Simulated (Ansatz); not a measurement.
Two members of one family (Series Mo(O)2X2), computed with Ansatz in the gas phase; def2 core potentials for Mo, no spin–orbit coupling. Binding counts from free atoms in the multiplicity of their measured ground term, without zero-point energy. A dash marks a value that wasn't run or was left out as unsound. The structures are stationary points that may keep the symmetry of their start. Remarks come from the PBE and PBE0 runs and from stability tests at other levels; not every state was tested. A HOMO above zero means that the electron is unbound at that level and held by the basis, or that self-interaction error raises the level; the energy of removing that electron tells which.

First: MoO2Cl2 (singlet, charge 0, PBE-D4/def2-SVP geometry).

```xyz
5

Mo   -0.052    0.084    0.028
O    -0.534    0.490    1.593
O    -0.585    1.329   -0.977
Cl   -1.042   -1.862   -0.587
Cl    2.212   -0.040   -0.057
```

```csv
level,HOMO (eV),LUMO (eV),gap (eV),vertical EA (eV),binding per atom (eV)
r2SCAN-D4/def2-TZVPD,-8.73,-4.65,4.08,1.88,4.26
PBE0-D4/def2-SVP,-9.98,-4.01,5.97,–,4.08
PBE0-D4/def2-TZVP,-9.96,-4.01,5.94,–,4.05
PBE0-D4/def2-TZVPD,-9.96,-4.02,5.94,2.20,4.05
r2SCAN0-D4/def2-TZVP,-10.24,-4.04,6.20,–,3.80
```

Metal–donor distances: 2 × O 1.69 Å, 2 × Cl 2.27 Å. Remarks: restricted SCF unstable in HF, HOMO above zero (-1 doublet).

Second: MoO2F2 (singlet, charge 0, PBE-D4/def2-SVP geometry).

| atom | x (Å) | y (Å) | z (Å) |
| --- | --- | --- | --- |
| Mo1 | 0.002 | -0.007 | 0.001 |
| O2 | -0.723 | -1.287 | -0.826 |
| O3 | 1.156 | -0.694 | 1.021 |
| F4 | -1.274 | 0.872 | 1.015 |
| F5 | 0.839 | 1.115 | -1.211 |

Q: Estimate how these quantities change from the first to the second (second minus first).

A: 
```json
{"level": "r2SCAN-D4/def2-TZVPD", "Δ HOMO (eV)": "-0.06", "Δ LUMO (eV)": "0.44", "Δ gap (eV)": "0.50", "Δ vertical EA (eV)": "-0.97", "Δ binding per atom (eV)": "0.54"}
{"level": "PBE0-D4/def2-SVP", "Δ HOMO (eV)": "-0.12", "Δ LUMO (eV)": "0.46", "Δ gap (eV)": "0.58", "Δ vertical EA (eV)": "–", "Δ binding per atom (eV)": "0.53"}
{"level": "PBE0-D4/def2-TZVP", "Δ HOMO (eV)": "-0.15", "Δ LUMO (eV)": "0.47", "Δ gap (eV)": "0.62", "Δ vertical EA (eV)": "–", "Δ binding per atom (eV)": "0.49"}
{"level": "PBE0-D4/def2-TZVPD", "Δ HOMO (eV)": "-0.13", "Δ LUMO (eV)": "0.50", "Δ gap (eV)": "0.62", "Δ vertical EA (eV)": "-0.90", "Δ binding per atom (eV)": "0.50"}
{"level": "r2SCAN0-D4/def2-TZVP", "Δ HOMO (eV)": "-0.17", "Δ LUMO (eV)": "0.47", "Δ gap (eV)": "0.63", "Δ vertical EA (eV)": "–", "Δ binding per atom (eV)": "0.46"}
```

Metal–donor distances: 2 × O 1.69 Å, 2 × F 1.85 Å. Remarks: HOMO above zero (-1 doublet).
